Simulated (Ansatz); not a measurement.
C2H3AlO2, SMILES `C=[C]1[O][Al]1[OH]` at its PBE0-D4/def2-TZVP geometry, where that method's forces vanish. Total charge 0; spin multiplicity 1.

```csv
atom,x (Å),y (Å),z (Å)
C1,-1.514,-0.631,1.023
C2,-0.563,-0.167,0.235
O3,-0.728,0.420,-1.058
Al4,0.940,0.405,-0.665
O5,2.409,0.856,-1.315
H6,-2.558,-0.596,0.722
H7,-1.263,-1.056,1.986
H8,3.278,0.769,-0.929
```

Task: For each bond, give half the difference of the two atoms' forces along it (eV/Å; positive pushes the atoms apart) under PBE-D4, r2SCAN-D4, B3LYP-D4, ωB97M-V in def2-TZVPP. (An estimate is asked.)

Result: The calculation gave: 
| bond | length (Å) | PBE-D4 | r2SCAN-D4 | B3LYP-D4 | ωB97M-V |
| --- | --- | --- | --- | --- | --- |
| C1–C2 | 1.319 | 0.21 | 0.11 | -0.05 | -0.11 |
| C1–H6 | 1.086 | 0.04 | -0.07 | -0.05 | -0.07 |
| C1–H7 | 1.082 | 0.00 | -0.06 | -0.07 | -0.03 |
| C2–O3 | 1.429 | 0.49 | 0.35 | 0.37 | 0.28 |
| C2–Al4 | 1.843 | -0.03 | -0.02 | 0.07 | 0.08 |
| O3–Al4 | 1.714 | 0.49 | 0.18 | 0.08 | -0.01 |
| Al4–O5 | 1.669 | 0.07 | 0.03 | 0.05 | 0.07 |
| O5–H8 | 0.954 | 0.32 | 0.00 | 0.01 | -0.07 |

B3LYP here is the variant with VWN-RPA as its local correlation; programs differ in this.

All numbers were calculated with Ansatz.
